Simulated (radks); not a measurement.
The numbers below are computed, except where a source is named.
The nuclear charge of the chromium ion Cr2+ is varied continuously with 22 electrons held in [Ar] 3d4. Code: a radial shooting solver on a logarithmic mesh with Libxc functionals. Model: scalar-relativistic Kohn-Sham, BLYP, spin-polarised, spherical densities, finite nucleus; open shells are filled with parallel spins first; Fermi nuclear charge, rms radius 3.6452 fm. By the Hellmann-Feynman theorem dE/dZ = E(electron-nucleus)/Z, the electronic potential at the nucleus (averaged over a nucleus of fixed radius). The scalar-relativistic energy here is not variational (the density holds large components alone), so the two differ by a part that grows with Z.

| Z | E (hartree) | E(electron-nucleus)/Z (hartree) | HOMO | e(HOMO) (eV) | <r> HOMO (bohr) |
|---|---|---|---|---|---|
| 23.5 | -998.91043 | -100.919 | 3d | -16.236 | 1.341 |
| 24 | -1050.10322 | -103.710 | 3d | -23.996 | 1.212 |
| 24.5 | -1102.69232 | -106.494 | 3d | -32.843 | 1.113 |
| 25 | -1156.67526 | -109.274 | 3d | -42.690 | 1.034 |

The central difference of E at Z = 24 is -103.782 hartree, to compare with the third column; the second derivative is -5.59 hartree.
